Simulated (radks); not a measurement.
The magnesium ion Mg2+, configuration 1s1 2s2 2p6 3s1 (not the ground configuration). Method: Dirac Kohn-Sham, PBE, spin-unpolarised, spherical densities, point nucleus; computed with a radial shooting solver on a logarithmic mesh with Libxc functionals.

Radial electron density D(r) = 4 pi r^2 rho(r):

```
   r/bohr * D(r) (the largest magnitude, 12.5, reaches the edge; | marks zero)
 0.006812 |*
 0.007681 | *
  0.00866 | *
 0.009764 |  *
  0.01101 |  *
  0.01241 |   *
    0.014 |    *
  0.01578 |     *
  0.01793 |      *
  0.02022 |        *
   0.0228 |         *
  0.02571 |           *
  0.02898 |             *
  0.03268 |                *
  0.03685 |                  *
  0.04154 |                     *
  0.04722 |                        *
  0.05324 |                          *
  0.06002 |                            *
  0.06768 |                              *
  0.07631 |                                *
  0.08603 |                                *
    0.097 |                                *
   0.1094 |                               *
   0.1243 |                              *
   0.1402 |                             *
    0.158 |                            *
   0.1782 |                           *
   0.2009 |                            *
   0.2265 |                              *
   0.2554 |                                  *
   0.2879 |                                       *
   0.3273 |                                             *
    0.369 |                                                  *
    0.416 |                                                     *
   0.4691 |                                                      *
   0.5289 |                                                    *
   0.5963 |                                               *
   0.6723 |                                        *
    0.758 |                                *
   0.8616 |                       *
   0.9714 |                *
    1.095 |          *
    1.235 |      *
    1.392 |    *
     1.57 |  *
     1.77 |  *
    1.996 |  *
    2.268 | *
    2.557 | *
    2.883 |*
    3.251 |*
    3.666 *
    4.133 *
     4.66 *
    5.254 *
    5.971 *
    6.733 *
```

D(r) has 2 maxima, at r = 0.0895, 0.458 bohr, and minima at 0.174 bohr, inside which lie 1.00 electrons.
